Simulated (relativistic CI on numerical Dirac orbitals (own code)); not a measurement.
Ir⁴¹⁺: sensitivity of the levels to the model

Base calculation: Dirac-Coulomb-Breit CI, orbitals from a KLI potential per configuration, a model potential for QED, unscaled Slater integrals.

CI space (outside the closed core [Ar] 3d10): 4s2.4p6, 4s2.4p5.4d, 4s.4p6.4d, 4s2.4p5.4f, 4s.4p6.4f, 4p6.4d.4f, 4s2.4p5.5s, 4p6.4d2, 4p5.4d3, 4p5.4d2.4f, 4p5.4d2.5s, 4p6.4f2, 4p5.4d.4f2, 4p5.4f3, 4p5.4f2.5s. Double excitations out of closed p, d and f shells are left out; levels of such configurations are missing from the list, as are those of other unlisted configurations, and high levels can miss mixing partners.

The lowest level and the first level of each name with at least 55 % of one term (blank where a level has no safe partner in the second run):

```tsv
Level	Base (eV)	Shift (eV)
4s2.4p6 1S_0	0.000	0.000
4s2.4p5.4d 3P°_0	159.111	-0.044
4s2.4p5.4d 3P°_1	164.243	-0.044
4s2.4p5.4d 3F°_3	167.237	+0.204
4s2.4p5.4d 3F°_4	187.250	+0.343
4s2.4p5.4d 3D°_3	195.909	-0.013
4s2.4p5.4d 3F°_2	279.127	+0.333
4s2.4p5.4f 3D_1	377.815	+10.375
4s2.4p5.4f 3D_2	384.553	+8.040
4s2.4p5.4f 3G_4	393.529	-0.005
4s2.4p5.4f 3G_5	397.190	-0.005
4s2.4p5.4f 1F_3	398.671	+2.147
4s2.4p5.4f 3F_4	404.568	-0.005
4s.4p6.4d 3D_1	412.095	-10.284
4s.4p6.4d 3D_3	428.565	-2.606
4s.4p6.4d 1D_2	435.704	-0.871
4s2.4p5.4f 3G_3	507.136	-0.029
4s.4p6.4f 3F°_2	629.744	-0.313
4s.4p6.4f 3F°_3	631.099	-0.185
4s.4p6.4f 3F°_4	635.768	-0.207
4s.4p6.4f 1F°_3	640.225	+0.219
4s2.4p5.5s 3P°_2	757.070	+0.001
```

At this charge energies of transitions that change n are usually good to better than 1 %, and those within a shell (Δn = 0) to a few per cent.

One thing was changed in a second run, which moved the levels as shown. Which?
A. QED terms removed
B. configuration mixing switched off
C. non-relativistic limit
D. Breit term removed

B. Configuration mixing switched off. Without mixing, levels that were pushed by configurations of the same parity and J return to their single-configuration places.

LS names give the leading component of a level, which can be under half, so a name can repeat, a term be missing and a line seem to break the LS rules.
